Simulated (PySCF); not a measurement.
Vertical excitations of a molecule C₂H₄ClNSi from TDDFT-B3LYP/def2-SVPD run with PySCF 2.14.0, as energy in eV (oscillator strength): 7.12 (0.006), 7.31 (0.001), 7.35 (0.012), 7.46 (0.027), 7.63 (0.005), 7.73 (0.031), 7.90 (0.003), 7.94 (0.013), 7.96 (0.017), 8.09 (0.006). Lowest triplet (TDA): 6.09 eV. Geometry optimised at r2SCAN-D4/def2-SVP. The values are those of a single conformer.

**Question.** Pick the molecule that these values belong to.
A) Cl[Si@H]1C=NC1
B) C#C[Si@@H](N)Cl
C) N#CC[SiH2]Cl

**Answer.** C, N#CC[SiH2]Cl
